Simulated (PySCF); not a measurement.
**Polarisability and C₆ of S(13+) (sulfur, charge +13)**

[He] 2s1, 2S determinant. All numbers are calculated (PySCF 2.14, no relativity, point nucleus, in an even-tempered Gaussian basis (17 s from 1.8 bohr⁻², ratio 2.2; 9 p from 2.9 bohr⁻², ratio 2.4; 6 d from 8.8 bohr⁻², ratio 2.4; 5 f from 13 bohr⁻², ratio 2.4; 4 g from 20 bohr⁻², ratio 2.4)). Coupled (time-dependent) response in atomic units; α is the mean over directions.

```csv
method,mean α (bohr³),C₆ (like pair),S(−4)
UHF,0.08936,0.006406,0.08526
PBE0,0.08288,0.005785,0.07228
```

S(−4) is the Cauchy moment in α(ω) = α(0) + S(−4) ω² + …

α(iu) at UHF:

```json
{"u (hartree)": "0", "α(iu) (bohr³)": "0.08936"}
{"u (hartree)": "0.100", "α(iu) (bohr³)": "0.08851"}
{"u (hartree)": "0.200", "α(iu) (bohr³)": "0.08608"}
{"u (hartree)": "0.400", "α(iu) (bohr³)": "0.07757"}
{"u (hartree)": "0.600", "α(iu) (bohr³)": "0.06667"}
{"u (hartree)": "0.800", "α(iu) (bohr³)": "0.05582"}
{"u (hartree)": "1.00", "α(iu) (bohr³)": "0.04629"}
{"u (hartree)": "1.50", "α(iu) (bohr³)": "0.02949"}
{"u (hartree)": "2.00", "α(iu) (bohr³)": "0.02002"}
{"u (hartree)": "3.00", "α(iu) (bohr³)": "0.01116"}
{"u (hartree)": "5.00", "α(iu) (bohr³)": "0.005596"}
```

A single London oscillator, α(iu) = α/(1 + u²/ω²), gives C₆ = (3/4) ω α². Matching the computed C₆ needs ω = 4 × 0.006406 / (3 × 0.08936²) = 1.07 hartree.

For an ion, C₆ is the dispersion term alone; charge-induced terms of lower order in 1/R come first.
